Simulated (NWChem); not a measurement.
**Basis-set convergence for H$_{2}$OPb**

```xyz
4

Pb     0.1254     0.1695     0.0000
H      1.5523    -1.0546     0.0000
O     -1.3579    -1.3284     0.0000
H     -0.9759    -2.2144     0.0000
```
Charge 0, spin multiplicity 1.

Everything below was run with NWChem. The geometry was optimised at PBE0/def2-SVP with def2 effective core potentials on Pb, a minimum by its harmonic frequencies. It is one conformer; others weren't searched.

Quantity: dipole moment at the level B3LYP.

Effective core potentials replace the inner electrons of Pb; spin-orbit coupling is left out. B3LYP has NWChem's definition, with VWN1-RPA local correlation. The structure started from a generated list of species.

| basis | functions | dipole moment (D) |
|---|---|---|
| def2-SVP | 50 | 1.63 |
| def2-SVPD | 71 | 2.18 |
| def2-TZVP | 93 | 2.00 |
| def2-TZVPP | 109 | 2.01 |
| def2-TZVPD | 114 | 2.13 |
| def2-QZVP | 199 | 2.08 |

Smallest basis within 0.03 D of def2-QZVP, the largest set run: no smaller one. def2-QZVP isn't the basis-set limit itself, and a small set can land close by cancellation.
